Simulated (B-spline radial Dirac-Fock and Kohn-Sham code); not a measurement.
**Diagram lines of Zn⁺**

System: zinc as Zn⁺ in the configuration 1s2 2s2 2p6 3s2 3p6 3d10 4s1, inside a Watson sphere of charge -1 and radius 3 Å (a model of the Madelung potential; inside it an electron's potential energy is raised by 4.8 eV).

Input of the calculation (task.json; shells as n, l, electrons):

```json
{"items": [{
  "Z": 30,
  "q": 1,
  "cfg": [[1, 0, 2], [2, 0, 2], [2, 1, 6], [3, 0, 2], [3, 1, 6], [3, 2, 10], [4, 0, 1]],
  "A": 64,
  "rrms": 3.9283,
  "watson": [-1, 3.0],
  "do": ["binding"]
}]}
```

Run with: `python xray_run.py task.json out`

Level of theory: multi-electron Dirac-Fock with separately optimised hole states, Breit and Lamb-shift corrections added in first order; an atomic code on a B-spline grid. A line energy is the difference of two single-hole energies; the list is a selection of electric-dipole transitions between resolved j subshells. No correlation.

```
 line  energy (keV)  wavelength (Å)
 K-M3        9.5696          1.2956
 K-M2        9.5666          1.2960
 K-L3        8.6382          1.4353
 K-L2        8.6149          1.4392
L1-M3        1.1092          11.178
L1-M2        1.1061          11.209
L2-N1        1.0456          11.858
L2-M4        1.0370          11.956
L3-N1        1.0222          12.129
L3-M5        1.0140          12.228
L3-M4        1.0136          12.232
```
